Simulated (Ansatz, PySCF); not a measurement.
BrHg (SMILES [Br][Hg]), doublet, geometry from GFN2-xTB (such geometries of metal compounds can be far from the true shape) (the spin is typed, not shown lowest) (core potentials on Hg). Base run: B3LYP5/def2-SVPD run with PySCF.

Input for PySCF:
```python
from pyscf import gto, scf, dft

mol = gto.Mole()
mol.atom = '''
    Hg   -0.00000000   -0.00000000   -0.92386974
    Br    0.00000000    0.00000000    2.11170226
'''
mol.basis = 'def2-svpd'
mol.ecp = {'Hg': 'def2-svpd'}
mol.spin = 1
mol.verbose = 4
mol.build()

mf = dft.UKS(mol)
mf.xc = 'b3lyp5'
mf.kernel()
```

The same geometry, method and basis name were run in Ansatz (a first-principles code) and PySCF, at each program's defaults and at the settings that a row names. The base is PySCF at its defaults. Differences at the defaults can come from grids, fitting, cores and function types together.

```tsv
code and settings	ΔE vs base (µEh)	basis functions	E (Eh)	SCF cycles	dipole (D)
PySCF, defaults (exact integrals, its default grid, spherical functions)	0.0	76	-2727.21213	14	3.18
Ansatz, defaults (factorised integrals, its default grid, spherical functions)	1.6	76	-2727.21213	-	-
PySCF, density fitting with def2-universal-jkfit	-8.2	76	-2727.21214	14	3.18
PySCF, fine grid	0.6	76	-2727.21213	14	3.18
Ansatz, high accuracy	1.1	76	-2727.21213	-	-
```

Open shells are given as the SCF converged; they aren't shown to be the lowest states, and a large step between rows can be another state.
